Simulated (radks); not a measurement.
Er LII, configuration [Ne] 3s2 3p5.

All-electron calculation, non-relativistic Kohn-Sham, PBE, spin-polarised, spherical densities, point nucleus; open shells are filled with parallel spins first (spin-orbit coupling, left out, can overturn this in heavy ions); relativity is left out, which matters for an element this heavy. Program: a radial shooting solver on a logarithmic mesh with Libxc functionals.

Energy parts (eV):
total: -271250.67
kinetic: 271229.07
electron-nucleus: -570477.88
Hartree: 31883.75
exchange-correlation: -3885.61

Orbitals (lengths in bohr, moments of r in powers of bohr; <r^-3> diverges for s and p1/2; r(90%) holds 90 % of the orbital's charge):
1s up: occ. 1; eigenvalue (eV) -56938.52; <r^4> 1.112e-06; <1/r> 67.46; r(90%) 0.0396
1s down: occ. 1; eigenvalue (eV) -56935.52; <r^4> 1.112e-06; <1/r> 67.46; r(90%) 0.0396
2s up: occ. 1; eigenvalue (eV) -11999.11; <r^4> 0.0001742; <1/r> 15.93; r(90%) 0.143
2s down: occ. 1; eigenvalue (eV) -11997.07; <r^4> 0.0001740; <1/r> 15.93; r(90%) 0.143
2p up: occ. 3; eigenvalue (eV) -11646.33; <r^4> 0.0001097; <r^-3> 11070; <1/r> 15.91; r(90%) 0.128
2p down: occ. 3; eigenvalue (eV) -11643.28; <r^4> 0.0001096; <r^-3> 11060; <1/r> 15.91; r(90%) 0.128
3s up: occ. 1; eigenvalue (eV) -4784.444; <r^4> 0.004608; <1/r> 6.613; r(90%) 0.322
3s down: occ. 1; eigenvalue (eV) -4776.327; <r^4> 0.004619; <1/r> 6.608; r(90%) 0.322
3p up: occ. 3; eigenvalue (eV) -4648.205; <r^4> 0.003949; <r^-3> 2810; <1/r> 6.566; r(90%) 0.311
3p down: occ. 2; eigenvalue (eV) -4639.794; <r^4> 0.003958; <r^-3> 2808; <1/r> 6.563; r(90%) 0.311

The highest occupied level is 3p down at -4639.8 eV. Virial ratio -V/T = 2.00008. For comparison, the ionisation energy in NIST's Atomic Spectra Database is 4748 eV (theoretical). In exact Kohn-Sham theory the highest level is minus the ionisation energy, but local and semilocal functionals leave it too shallow, through self-interaction and a potential that decays too fast; potentials with the right tail come closer. Spin moment in Bohr magnetons: 1. The electron density at the nucleus is 2.247e+05 e/bohr^3. Summed over all electrons, <r^2> = 0.4365 bohr^2, which gives a Langevin (diamagnetic) susceptibility term of -0.346 x 10^-6 cm^3/mol. The density falls to 0.001 e/bohr^3 at r = 0.64 bohr.
